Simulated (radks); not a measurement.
Nd2+, configuration [Xe] 4f3 7f1 (not the ground configuration). Method: scalar-relativistic Kohn-Sham, PBE, spin-polarised, spherical densities, finite nucleus; open shells are filled with parallel spins first (spin-orbit coupling, left out, can overturn this in heavy ions); Fermi nuclear charge, rms radius 4.9123 fm; computed with a radial shooting solver on a logarithmic mesh with Libxc functionals.

Unscreened Slater integrals over Kohn-Sham orbitals (cm^-1). They are taken over the spin-up orbitals.

\begin{tabular}{lr}
integral & value \\ \hline
F0(7f,7f) & 13429 \\
F2(7f,7f) & 6899.2 \\
F4(7f,7f) & 4881.2 \\
F6(7f,7f) & 3825.1 \\
F0(7f,4f) & 20841 \\
F2(7f,4f) & 1470.8 \\
F4(7f,4f) & 630.76 \\
F6(7f,4f) & 405.23 \\
G0(7f,4f) & 628.42 \\
G2(7f,4f) & 631.06 \\
G4(7f,4f) & 454.48 \\
G6(7f,4f) & 342.50 \\
F0(7f,5p) & 20324 \\
F2(7f,5p) & 2316.9 \\
G2(7f,5p) & 813.84 \\
G4(7f,5p) & 588.98 \\
F0(7f,5s) & 20445 \\
G3(7f,5s) & 379.88 \\
F0(4f,4f) & 210970 \\
F2(4f,4f) & 99077 \\
F4(4f,4f) & 61906 \\
F6(4f,4f) & 44462 \\
F0(4f,5p) & 142180 \\
F2(4f,5p) & 52215 \\
G2(4f,5p) & 29005 \\
G4(4f,5p) & 22214 \\
F0(4f,5s) & 157450 \\
G3(4f,5s) & 32666 \\
F0(5p,5p) & 120480 \\
F2(5p,5p) & 65269 \\
F0(5p,5s) & 128070 \\
G1(5p,5s) & 86184 \\
F0(5s,5s) & 137810 \\
\end{tabular}

Derived for the open shells (J is the average intra-shell exchange parameter used in DFT+U). 4f: F4/F2 = 0.625, F6/F2 = 0.449, J = (286 F2 + 195 F4 + 250 F6)/6435 = 8007 cm^-1. 7f: F4/F2 = 0.708, F6/F2 = 0.554, J = (286 F2 + 195 F4 + 250 F6)/6435 = 603.2 cm^-1.
